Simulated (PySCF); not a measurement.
Gas-phase reaction: 2 WF6 + 3 HF + WO3 = 3 WF5OH

Method: PySCF energies plus ideal-gas RRHO corrections (1 bar). † marks an energy on the PBE0/def2-TZVP geometry and frequencies; other levels use their own. MP2 freezes the core. All species are closed-shell singlets. W: scalar-relativistic def2 core potential, no spin-orbit coupling. WF5OH: computed as isolated molecules; such fragments, hydroxides, amides, oligomers or adducts are transient or little studied in the gas. MP2 isn't extrapolated to the basis-set limit; its ΔH°(298 K) is -427.1 kJ in def2-SVP and -382.5 kJ in def2-TZVPP. The harmonic model lacks anharmonicity and excited electronic states, which grow with temperature; levels with a mode under 35 cm⁻¹ are left out. Soft modes under 120 cm⁻¹ make the harmonic entropy rough for WF5OH.

| level | ΔE electronic, kJ | ΔH°(298 K), kJ | ΔS°(298 K), J/K | ΔG°(600 K), kJ |
|---|---|---|---|---|
| HF/def2-TZVP† | -592 | -579 | -325 | -387 |
| MP2/def2-TZVPP† | -396 | -382 | -325 | -190 |
| PBE/def2-TZVP† | -506 | -492 | -325 | -300 |
| PBE0/def2-SVP† | -619 | -606 | -325 | -414 |
| PBE0/def2-TZVP | -538 | -524 | -325 | -332 |
| ωB97M-V/def2-TZVP† | -572 | -559 | -325 | -366 |
| ωB97X-V/def2-TZVP† | -575 | -562 | -325 | -370 |
ΔH° is lowest at PBE0/def2-SVP† and highest at MP2/def2-TZVPP†. No reference value is set beside these.
